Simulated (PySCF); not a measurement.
# Simulated characterisation data

PySCF calculation with geometry: GFN2-xTB and PBE0/pcSseg-1 with gauge-including orbitals; relativity neglected, averaged over atoms made equivalent by symmetry, fast rotation or ring inversion, isolated molecule, a single conformation.

δ = σ(ref) − σ, references computed at the same level: 1H (σ = 31.72 ppm), 13C (σ = 186.93 ppm) against TMS. Splittings of carbon signals by F and P are missing where no couplings were computed. Where no couplings were computed, multiplicities follow the n + 1 count of equivalent neighbours, and m marks all less simple cases (inequivalent or close neighbours, rings, F or P nearby). Shifts are as computed. Against solution values, carbons near 30 ppm lie about +3 ppm off and those near 130 ppm about +5 ppm. Of 1211 compounds with measured shifts, 218 miss one by over three times the rms of a fit or turn the order of signals round; such compounds aren't used in these exercises.

Compound 1 (C₁₀H₉F). 1H NMR (600 MHz, computed): δ 7.55 (m, 1H), 7.35 (m, 1H), 7.23 (m, 1H), 2.46 (s, 3H), 2.32 (s, 3H). 13C{1H} NMR (computed): δ 172.7, 138.4, 135.3, 131.3, 128.6, 117.2, 101.9, 80.9, 17.9, 6.0. Structure: `C1(F)=C(C)C=CC=C1C#CC`.

Compound 2 (C₃H₉Cl₃Si₂). 1H NMR (600 MHz, computed): δ 0.23 (s, 9H). 13C{1H} NMR (computed): δ -2.8. Structure: SMILES C[Si](C)(C)[Si](Cl)(Cl)Cl.

Compound 3 (C₂H₁₁FO₂Si₃). 1H NMR (600 MHz, computed): δ 5.36 (m, 1H), 5.24 (s, 3H), 5.03 (m, 1H), 4.99 (m, 1H), 4.93 (m, 1H), 4.79 (m, 1H), 1.77 (m, 3H). 13C{1H} NMR (computed): δ 90.4 (CH), 19.9 (CH3). Structure: `O([SiH2]O[SiH2][C@H](C)F)[SiH3]`.

Compound 4 (C₇H₉F). 1H NMR (600 MHz, computed): δ 7.14 (m, 1H), 6.56 (m, 1H), 6.35 (m, 1H), 5.94 (m, 1H), 5.76 (m, 1H), 5.69 (m, 1H), 5.66 (m, 1H), 5.52 (m, 2H). 13C{1H} NMR (computed): δ 146.4, 143.9, 142.4, 139.5, 129.7, 124.4, 79.1. Structure: `C=C/C=C(/C=C)CF`.
